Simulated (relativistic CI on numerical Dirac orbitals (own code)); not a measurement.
**Ga11+: q coefficients and field-shift factors**

Calculated at this level of theory: Dirac-Coulomb-Breit CI, orbitals from a KLI potential per configuration, derivatives by finite differences, unscaled Slater integrals, QED left out (own radial code, finite nucleus).

Configuration list (outside the closed core [Ne]): 3s2 3p6 3d2, 3s2 3p5 3d3, 3s 3p6 3d3, 3s2 3p6 3d 4s, 3s2 3p6 3d 4p, 3s2 3p6 4s2. Double excitations out of closed p, d and f shells are left out; levels of such configurations are missing from the list, as are those of other unlisted configurations, and high levels can miss mixing partners.

With x = (α/α₀)² − 1 an excitation energy changes as ω = ω₀ + qx; K = 2q/ω₀ is the relative enhancement. Terms are leading LS components, so labels can repeat. The field-shift factor is F = δν/δ⟨r²⟩ for the transition from the lowest level.

Lowest level 3s2 3p6 3d2 3F_2.

```
            Level  ω₀ (cm⁻¹)  q (cm⁻¹)       K  F (GHz/fm²)
 3s2 3p6 3d2 3F_3       3874      4181    2.16       0.0182
 3s2 3p6 3d2 3F_4       8301      8423    2.03       0.0371
 3s2 3p6 3d2 1D_2      31269      3579   0.229       0.0193
 3s2 3p6 3d2 3P_0      34533      2539   0.147       0.0108
 3s2 3p6 3d2 3P_1      36077      4431   0.246       0.0185
 3s2 3p6 3d2 3P_2      39822      9053   0.455       0.0399
 3s2 3p6 3d2 1G_4      49665      5382   0.217       0.0619
 3s2 3p6 3d2 1S_0     119222      6090   0.102        0.161
3s2 3p5 3d3 5S°_2     562086     18760  0.0667        0.659
3s2 3p5 3d3 5D°_2     564848     12140   0.043         0.67
3s2 3p5 3d3 5D°_3     565151     12180  0.0431        0.684
3s2 3p5 3d3 5D°_1     565429     13230  0.0468        0.658
3s2 3p5 3d3 5D°_0     566152     14640  0.0517        0.651
3s2 3p5 3d3 5D°_4     567036     13890   0.049        0.698
3s2 3p5 3d3 5F°_5     576841     15270   0.053        0.709
3s2 3p5 3d3 5F°_1     579913     19670  0.0678        0.631
3s2 3p5 3d3 5F°_4     580614     19650  0.0677         0.67
3s2 3p5 3d3 5F°_2     580945     20400  0.0702        0.638
3s2 3p5 3d3 5F°_3     581402     20610  0.0709         0.65
3s2 3p5 3d3 5G°_6     591493     13970  0.0472        0.735
3s2 3p5 3d3 5G°_5     598350     20300  0.0679        0.693
3s2 3p5 3d3 5G°_4     602805     22820  0.0757        0.664
3s2 3p5 3d3 3F°_2     603960     17480  0.0579        0.692
```

At this charge energies of transitions that change n are usually good to better than 1 %, and those within a shell (Δn = 0) to a few per cent. Terms inside the open d or f shell come out 10 to 20 % too wide with unscaled integrals.
